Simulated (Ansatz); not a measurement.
Born–Oppenheimer molecular dynamics of BrH (2 atoms, charge 0, multiplicity 1). It goes on from the last frame of an earlier run, with new velocities.

The calculation used RKS PBE/def2-mTZVP in Ansatz.

```json
{
  "ensemble": "NVE (velocity Verlet)",
  "time step": "0.5 fs",
  "steps asked": "250",
  "starting velocities drawn for": "500 K",
  "seed": "536493"
}
```

Frames 10 fs apart, positions in Å.

Velocities at 0.0 fs (Å/ps):

```
Br -0.22 0.08 -0.11
H 17.14 -6.19 8.67
```

```xyz
2
Properties=species:S:1:pos:R:3 time_fs=0.0 energy_less_start_eV=0.000 T=500
Br -0.617 0.223 -0.312
H 0.640 -0.231 0.324
2
Properties=species:S:1:pos:R:3 time_fs=10.0 energy_less_start_eV=0.011 T=249
Br -0.616 0.223 -0.311
H 0.574 -0.207 0.290
2
Properties=species:S:1:pos:R:3 time_fs=20.0 energy_less_start_eV=-0.007 T=651
Br -0.616 0.223 -0.312
H 0.592 -0.214 0.299
2
Properties=species:S:1:pos:R:3 time_fs=30.0 energy_less_start_eV=0.015 T=145
Br -0.617 0.223 -0.312
H 0.655 -0.236 0.331
2
Properties=species:S:1:pos:R:3 time_fs=40.0 energy_less_start_eV=-0.004 T=589
Br -0.617 0.223 -0.312
H 0.635 -0.230 0.321
2
Properties=species:S:1:pos:R:3 time_fs=50.0 energy_less_start_eV=0.015 T=155
Br -0.616 0.223 -0.311
H 0.571 -0.206 0.289
2
Properties=species:S:1:pos:R:3 time_fs=60.0 energy_less_start_eV=-0.010 T=722
Br -0.616 0.223 -0.312
H 0.597 -0.216 0.302
2
Properties=species:S:1:pos:R:3 time_fs=70.0 energy_less_start_eV=0.018 T=81
Br -0.617 0.223 -0.312
H 0.657 -0.237 0.332
2
Properties=species:S:1:pos:R:3 time_fs=80.0 energy_less_start_eV=-0.007 T=667
Br -0.617 0.223 -0.312
H 0.630 -0.228 0.319
2
Properties=species:S:1:pos:R:3 time_fs=90.0 energy_less_start_eV=0.018 T=78
Br -0.616 0.223 -0.311
H 0.569 -0.205 0.288
2
Properties=species:S:1:pos:R:3 time_fs=100.0 energy_less_start_eV=-0.012 T=769
Br -0.616 0.223 -0.312
H 0.603 -0.218 0.305
2
Properties=species:S:1:pos:R:3 time_fs=110.0 energy_less_start_eV=0.020 T=34
Br -0.617 0.223 -0.312
H 0.658 -0.238 0.333
```

Of the whole run (125 fs, mean temperature of the second half 387 K): The conserved energy stayed within 0.15 meV per atom of its start (net change 0.0055 meV per atom), so the integration is sound. A run of 0.12 ps of so small a system gives no equilibrium averages.

The run took 100 s on 1 thread of Intel(R) Xeon(R) Processor @ 2.70GHz, with other jobs on the host, peak memory 0.086 GiB.
